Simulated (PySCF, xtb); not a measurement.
Si(H)(OH)2(SeH) (H₄O₂SeSi), SMILES O[SiH](O)[SeH].

GFN2-xTB (xtb) at its own geometry gives an orbital gap of 4.64 eV and a dipole moment of 3.04 D.

Coordinates come from a PBE-D3(BJ)/def2-SVP optimisation. This is a generated structure with no PubChem entry under its InChIKey; it may be hypothetical. Other conformers were not sampled.

Q: What does PySCF with r2SCAN/def2-TZVP give? (An estimate is asked for; the answer gives what the named calculation found.)

A: gap 5.68 eV (levels -6.45 and -0.77 eV), dipole 2.11 D.
